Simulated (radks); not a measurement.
Question: Coherent X-ray form factor from a spherical all-electron density. Calculated with a radial shooting solver on a logarithmic mesh with Libxc functionals: Dirac Kohn-Sham, BLYP, spin-unpolarised, spherical densities, finite nucleus; Fermi nuclear charge, rms radius of each element as measured or else 0.836 A^(1/3) + 0.57 fm.

| sin(theta)/lambda (1/angstrom) | f0 (electrons) |
|---|---|
| 0.05 | 23.933 |
| 0.1 | 23.734 |
| 0.15 | 23.408 |
| 0.2 | 22.963 |
| 0.25 | 22.410 |
| 0.3 | 21.761 |
| 0.4 | 20.237 |
| 0.5 | 18.516 |
| 0.6 | 16.721 |
| 0.8 | 13.319 |
| 1 | 10.572 |
| 1.25 | 8.233 |
| 1.5 | 6.842 |
| 2 | 5.384 |

The species is in the configuration that NIST lists as its ground one. Which atom or ion scatters so?

Answer: The strontium ion Sr14+, [Ar] 3d6. Extrapolating in s^2 from the first two rows gives f0(0) = 24.0, near the electron count 24; among species with that count, the fall with angle is slower the higher Z, and the table is that of Z = 38; from so few rows the species is fixed only to a neighbour or two.
